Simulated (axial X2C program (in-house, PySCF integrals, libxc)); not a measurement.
**Photoelectron levels of SiSe by EOM-IP-CCSD**

Computed with an in-house all-electron X2C program for linear molecules (integrals from PySCF): two-component X2C with atomic mean-field Coulomb and Gaunt terms, Gaussian nuclei, basis Se dyall-cv3z, Si dyall-v3z with contracted cores.

R = 2.251 Å (1.090 times 2.065 Å, the PBE0 minimum at charge 0 for the lowest determinant).

Vertical ionisation energies of SiSe to the states of SiSe⁺:

```tsv
Ω of SiSe⁺	vertical IE (eV)	above lowest (cm⁻¹)	ionised spinor	one-hole weight
3/2	9.414	0	73% Se pπ, 21% Si pπ	0.94
1/2	9.568	1243	74% Se pπ, 18% Si pπ	0.93
1/2	10.130	5774	40% Si pσ, 39% Se pσ, 13% Si sσ	0.94
1/2	14.151	38203	58% Si sσ, 28% Se pσ, 9% Se sσ	0.64
```

Q: What is the splitting of the first π pair in the table, and is it regular or inverted?

A: E(3/2) − E(1/2) = 0 − 1243 = -1243 cm⁻¹ at EOM-IP-CCSD: inverted, Ω = 3/2 lower. Splittings at this level can be off by ten to twenty per cent.

This point took 6.2 s on 1 thread of Arm Neoverse V1, with other jobs on the host.

Reference electrons by ω block (each with its −ω partner): 1/2: 17, 3/2: 6, 5/2: 1. 10 electrons of SiSe correlated (inner shells frozen), 94 natural virtual spinors (a truncated set); levels can be off by some tenths of an eV. Roots sought by Ω: (1/2: 4, 3/2: 3, 5/2: 1); rows need 60 % one-particle weight and stop where some Ω has no more roots. Missing are any skipped roots, higher Ω and states of a further excitation; these come out far too high here and may in truth be low or lowest. T1 of the reference 0.035 (Lee–Taylor). Number of frozen shells: Se 3 s, 2 p, 1 d; Si 2 s, 1 p. Large amplitudes in the reference (orbital relaxation or multireference character) lower the reliability.
